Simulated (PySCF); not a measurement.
AsF2H3Si. Atoms are numbered in the order given.

```xyz
7

Si    -1.0062     0.3816     0.0000
F     -1.6667    -0.3145    -1.3007
F     -1.6667    -0.3145     1.3007
As     1.2874    -0.1018     0.0000
H     -1.4123     1.8087     0.0000
H      1.5085     0.9350     1.0983
H      1.5085     0.9350    -1.0983
```
Charge 0, spin multiplicity 1.

The structure is a stationary point at PBE0-D3(BJ)/def2-SVP. This is a generated structure with no PubChem entry under its InChIKey; it may be hypothetical.

The numbers are results of PBE0-D3(BJ)/def2-SVP (PySCF), not measurements.

Frequencies are harmonic and unscaled.

Computed harmonic wavenumbers and intensities:
```tsv
mode	ν (cm⁻¹)	IR (km/mol)	Raman (Å⁴/amu)	depolarisation	moving atoms (share of kinetic energy)
1	104	0.3	0.4	0.75	H 88 %, F 9 %
2	148	2.8	0.4	0.75	F 68 %, Si 13 %, As 10 %, H 9 %
3	190	8.5	0.8	0.47	F 61 %, As 30 %
4	315	24.2	1.6	0.45	F 64 %, Si 29 %
5	386	13.3	18.5	0.21	Si 53 %, H 21 %, As 16 %, F 10 %
6	607	5.8	9.4	0.68	H 80 %, Si 12 %
7	634	13.6	15.1	0.75	H 96 %
8	815	181.3	22.1	0.68	H 82 %, F 13 %
9	828	8.6	9.8	0.75	H 86 %, F 14 %
10	874	259.6	4.7	0.11	F 55 %, Si 39 %
11	969	160.2	0.3	0.75	Si 50 %, F 43 %
12	990	18.6	39.5	0.75	H 99 %
13	2212	48.8	169.1	0.14	H 99 %
14	2225	71.1	122.9	0.75	H 99 %
15	2281	135.1	202.5	0.20	H 97 %
```
